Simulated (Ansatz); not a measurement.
A CCSD(T) single point on CH$_{7}$Cl$_{2}$GeNSi (`C[N]([SiH2]Cl)[GeH2][Cl]`).

```yaml
crystal:
  periodic: [false, false, false]
  atoms:
    - {symbol: C, position_ang: [0.641196, -1.125473, -0.814079]}
    - {symbol: N, position_ang: [-0.023436, -0.041762, -0.092549]}
    - {symbol: Si, position_ang: [-0.371867, 1.422926, -0.892415]}
    - {symbol: Cl, position_ang: [1.301025, 2.605537, -1.169856]}
    - {symbol: Ge, position_ang: [-0.263598, -0.283714, 1.703464]}
    - {symbol: Cl, position_ang: [-1.719063, -1.859073, 1.962190]}
    - {symbol: H, position_ang: [0.170979, -2.087419, -0.590806]}
    - {symbol: H, position_ang: [1.705776, -1.192832, -0.566819]}
    - {symbol: H, position_ang: [0.560415, -0.968193, -1.893029]}
    - {symbol: H, position_ang: [-1.314865, 2.199001, -0.059267]}
    - {symbol: H, position_ang: [-0.881784, 1.142854, -2.253351]}
    - {symbol: H, position_ang: [1.022686, -0.810079, 2.350909]}
    - {symbol: H, position_ang: [-0.827483, 0.998208, 2.315597]}
basis:
  gaussian: {orbitals: def2-TZVPP}
correlation: {method: ccsd_t}
```

```sh
$ ansatz run in.yaml --threads 2 --pin off --events-out ev --progress --plain --max-ram 31744MiB --backend cuda --devices 0, --max-vram 18GiB
```

Output of Ansatz, abridged:

```
Functional definition: HF
1981 factors; integrals over basis functions are off by at most 1.1e-3 eV
mean field evaluation 1: about -91967.7237 eV, gradient 3.8e1 eV
mean field evaluation 2: about -91968.0477 eV, gradient 3.8e1 eV
mean field evaluation 4: about -91971.7790 eV, gradient 4.9e0 eV
mean field evaluation 8: about -91971.8563 eV, gradient 2.6e-1 eV
mean field -91971.85666024 eV, -3379.9033915002 hartree, gradient 3.8e-6 eV, S^2 0.000000; 0 other end points of the search recorded, 0 dependent functions left out
26 core orbitals not correlated: weight in the atoms' cores, before any rotation towards them, 1.000 or more for the frozen orbitals, at most 0.000 for the correlated occupied ones
reference -91971.85666024 eV, -3379.9033915002 hartree; 24, 24 occupied and 284, 284 virtual orbitals, 1981 factors
second order -31.04579269 eV of doubles, -0.00000000 eV of singles
cycle   1  -31.84690119 eV  change   -8.0e-1 eV  update   1.2e-1
cycle   2  -32.68839178 eV  change   -8.4e-1 eV  update   3.4e-2
cycle   3  -32.82175967 eV  change   -1.3e-1 eV  update   1.6e-2
cycle   4  -32.80582171 eV  change    1.6e-2 eV  update   3.6e-3
cycle   5  -32.80483664 eV  change    9.9e-4 eV  update   1.8e-3
cycle   6  -32.80514975 eV  change   -3.1e-4 eV  update   5.5e-4
cycle   7  -32.80498338 eV  change    1.7e-4 eV  update   2.3e-4
cycle   8  -32.80501839 eV  change   -3.5e-5 eV  update   7.0e-5
cycle   9  -32.80503212 eV  change   -1.4e-5 eV  update   2.5e-5
perturbative correction -1.33377248 eV, -0.0490152344 hartree
Total energy: -92005.99546483 eV, -3381.1579694288 hartree
```

Run time 8 s (2 threads of an AMD EPYC 7R13 on a shared host and a share of an NVIDIA H100 80 GB); peak host memory 1.4 GiB.

The correlation energy is -34.139 eV, 3.9 % of it from (T); the T1 diagnostic reads 0.0106.
